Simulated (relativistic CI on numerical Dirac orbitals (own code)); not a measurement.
## Pr2+: from the plainest model towards the measured levels

Calculated with a relativistic CI code on KLI orbitals (one set per configuration, finite nucleus), adding one ingredient at a time: step 1, Dirac-Coulomb, each configuration alone; step 2, with Breit and QED terms; step 3, with configuration mixing; step 4, with scaled Slater integrals (0.85); step 5, with a P86 correlation estimate; step 6, tied to the ionisation limit. P86 is a density functional for the correlation energy, evaluated here for each configuration and added to its levels. Step 6 is semi-empirical: configurations made of the next ion and one excited electron move by 8577 cm⁻¹, so that their limit matches the tabulated ionisation energy, and those with a non-penetrating f or g electron also take the P86 value of the least penetrating other one.

Configurations in the expansion (outside the closed core [Xe]): 4f³, 4f²5d, 4f²6s, 4f²6p, 4f²6d, 4f²7s, 4f5d6p, 4f²5f, 4f²7p, 4f5d5f, 4f6s6p, 4f²7d, 4f5d², 5d³, 5d²6s, 5d²6p, 5d²6d, 5d²7s, 5d²5f, 4f5d6s, 5d6s², 5d6s6p, 5d6s6d, 5d6s7s, 5d5f6s, 4f6s², 6s²6p, 6s²6d, 6s²7s, 5f6s², 4f5f², 5d5f², 5f²6s, 5f²6p, 5f²6d, 5f²7s, 5f³.

Computed minus measured energy above the ground level, in cm⁻¹, for 22 of the 63 excited levels that pair in every step (one J of a term; a digit in brackets numbers repeated terms):

```csv
Configuration,Term,J,Measured,Step 1,Step 2,Step 3,Step 4,Step 5,Step 6
4f³,4I°,11/2,1398,84,-60,-108,-106,-103,-98
4f³,4F°,3/2,9371,3201,3202,2275,856,951,924
4f³,2H°(2),9/2,10033,2312,2238,1318,-47,44,21
4f³,4S°,3/2,10950,3110,2981,1960,536,629,611
4f²5d,2H,9/2,12847,-10780,-10047,-8722,-9805,-6601,1861
4f²5d,4K,11/2,13352,-11729,-10929,-9429,-10612,-7418,1054
4f³,4G°,5/2,14187,4884,4879,3636,1394,1533,1494
4f²5d,4I,9/2,14559,-11259,-10537,-9182,-10356,-7155,1310
4f²5d,4G,5/2,15046,-10777,-9999,-8616,-10035,-6834,1631
4f³,2K°,13/2,16089,2741,2518,2818,351,334,305
4f²5d,4H,7/2,16136,-10017,-9251,-7920,-9611,-6406,2056
4f²5d,2I,11/2,18242,-11366,-10865,-9488,-10813,-7612,854
4f³,2P°,1/2,18694,4808,4665,2898,378,550,515
4f³,2D°(1),5/2,19046,4708,4507,2704,235,412,377
4f²5d,4F,3/2,20160,-8289,-7530,-6495,-8928,-5710,2737
4f²5d,4P,3/2,21148,-8849,-8161,-6972,-9321,-6114,2343
4f²5d,2G,7/2,21295,-8964,-8259,-7223,-9677,-6461,1990
4f²5d,4D,3/2,23051,-7782,-7109,-5961,-8732,-5519,2930
4f³,4D°,3/2,23092,8143,8107,5496,1959,2268,2210
4f³,2I°,11/2,24358,5539,5354,5116,1246,1307,1268
4f³,2L°,17/2,26448,5404,4972,6056,1750,1668,1622
4f³,2H°(1),9/2,26980,7334,7124,6053,1902,2068,2012
```

Mean absolute errors in cm⁻¹, over all paired levels and for the configurations:

```tsv
Configuration, levels	Step 1	Step 2	Step 3	Step 4	Step 5	Step 6
all, 63	7545	7127	5934	5903	4174	1510
4f³, 28	4670	4480	3387	1007	1125	1092
4f²5d, 35	9846	9244	7971	9820	6614	1845
```

Measured levels: Martin, Zalubas and Hagan, Atomic Energy Levels: The Rare-Earth Elements, NSRDS-NBS 60 (1978); measured levels as listed in Maison, Palmeri and Quinet, J. Phys. B 58, 015001 (2025).

**Question.** What does each ingredient do to the ground and the excited configurations, and where is the model closest to experiment?

**Answer.** Terms of the ground configuration are off by 4670 at first, 3387 with mixing and 1007 after scaling, which stands in for the correlation that narrows term splittings. The Breit and QED terms change the top of the ground term (measured 4454) from 4837 to 4369. Mixing lowers the ground level by 1760; relative to it the configurations that move most are 4f²5d by +1273. The P86 estimate moves 4f²5d by +3206, and takes the mean absolute error of the excited configurations from 9820 to 6614. Step 6 takes that error from 6614 to 1845; the error more than halves for 4f²5d. The mean absolute error is lowest at step 6 (1510 cm⁻¹), and the largest single drop is from step 5 to 6 (4174 to 1510).
